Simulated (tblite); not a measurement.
Species: C8H9F.
Structure used (GFN2-xTB), in Å, numbered top down from 1:
```xyz
18
C8H9F angstrom
C      2.8958    0.6960   -0.7723
C      2.1354   -0.2415   -0.2195
C      0.7066   -0.1453    0.0410
C     -0.0019   -1.2268    0.4073
C     -1.4697   -1.1555    0.7017
C     -2.1534   -0.0779   -0.1403
C     -1.3082    1.1555   -0.1415
F     -1.9852    2.3216   -0.2582
C      0.0175    1.1366   -0.0806
H      3.9476    0.5377   -0.9380
H      2.5069    1.6478   -1.0906
H      2.5797   -1.1894    0.0577
H      0.4850   -2.1805    0.5492
H     -1.9399   -2.1230    0.5213
H     -1.5945   -0.9260    1.7678
H     -3.1460    0.1524    0.2491
H     -2.2726   -0.4250   -1.1735
H      0.5883    2.0494   -0.0989
```

Computed with GFN2-xTB (tblite): harmonic, unscaled wavenumbers at the GFN2-xTB geometry, gas phase. Against measured fundamentals such values can be off by several per cent, at times by over 20. One conformer, not necessarily the lowest.

Harmonic wavenumbers (cm⁻¹): 71.6, 132.5, 156.1, 208.7, 246.0, 373.5, 395.8, 447.2, 465.7, 489.7, 523.5, 613.8, 689.8, 784.9, 798.6, 848.8, 888.1, 909.1, 935.5, 1002.3, 1009.2, 1021.9, 1026.6, 1100.6, 1128.3, 1147.6, 1195.0, 1211.2, 1247.8, 1305.5, 1328.5, 1345.2, 1361.0, 1416.8, 1455.8, 1465.8, 1635.5, 1673.1, 1706.2, 2903.5, 2924.4, 2991.0, 2998.6, 3049.8, 3078.1, 3111.5, 3123.2, 3134.1.

A = 2656, B = 1249, C = 874.2 MHz; mass 124.069 u (most abundant isotopes); point group C1, symmetry number 1.

Q: What is the zero-point energy?

A: Half the sum of the wavenumbers: 31538 cm⁻¹ = 90.17 kcal/mol.

Q: Entropy at 350 K, 1 bar (ideal gas, RRHO, classical rotation)?

A: Translation 41.18, rotation 29.57, vibration 25.52: S = 96.3 cal/(mol K).

Q: And Cp and H(350 K) − H(0)?

A: Cp = 39.73 cal/(mol K), of which vibrations give 31.79 (their classical limit is 48 R = 95.4); H(350 K) − H(0) = 7.88 kcal/mol without the zero-point energy, 5.10 from vibrations.

Q: Blend soft modes into free rotors: weight 1/[1 + (100 cm⁻¹/ν̃)⁴] for the oscillator and the rest for a rotor with moment μB/(μ + B), μ = h/(8π²ν), B = 10⁻⁴⁴ kg m². What vibrational entropy results?

A: 24.50 cal/(mol K) in place of 25.52, which changes −T·S at 350 K by +0.35 kcal/mol.

Q: How do the functions run with temperature in this model?

A: 
```json
{"T (K)": "50", "S (cal/(mol K))": "56.5", "Cp (cal/(mol K))": "10.8", "H − H(0) (kcal/mol)": "0.44", "G − H(0) (kcal/mol)": "-2.38", "ln q(vib)": "0.17"}
{"T (K)": "100", "S (cal/(mol K))": "65.4", "Cp (cal/(mol K))": "15.2", "H − H(0) (kcal/mol)": "1.09", "G − H(0) (kcal/mol)": "-5.45", "ln q(vib)": "0.81"}
{"T (K)": "298.15", "S (cal/(mol K))": "90.3", "Cp (cal/(mol K))": "34.4", "H − H(0) (kcal/mol)": "5.96", "G − H(0) (kcal/mol)": "-20.98", "ln q(vib)": "4.44"}
{"T (K)": "373.15", "S (cal/(mol K))": "98.9", "Cp (cal/(mol K))": "42.0", "H − H(0) (kcal/mol)": "8.83", "G − H(0) (kcal/mol)": "-28.08", "ln q(vib)": "6.00"}
{"T (K)": "500", "S (cal/(mol K))": "112.8", "Cp (cal/(mol K))": "53.1", "H − H(0) (kcal/mol)": "14.89", "G − H(0) (kcal/mol)": "-41.51", "ln q(vib)": "8.74"}
{"T (K)": "750", "S (cal/(mol K))": "137.5", "Cp (cal/(mol K))": "68.3", "H − H(0) (kcal/mol)": "30.22", "G − H(0) (kcal/mol)": "-72.87", "ln q(vib)": "14.24"}
{"T (K)": "1000", "S (cal/(mol K))": "158.5", "Cp (cal/(mol K))": "78.0", "H − H(0) (kcal/mol)": "48.60", "G − H(0) (kcal/mol)": "-109.94", "ln q(vib)": "19.52"}
```

q(vib) and H(0) count from the zero-point level.

Hindered rotation and anharmonicity are outside this model. Other conformers, if any are populated, would add a mixing term that is left out. The structure is chiral; the term R ln 2 for an equal mix with its mirror image is left out.
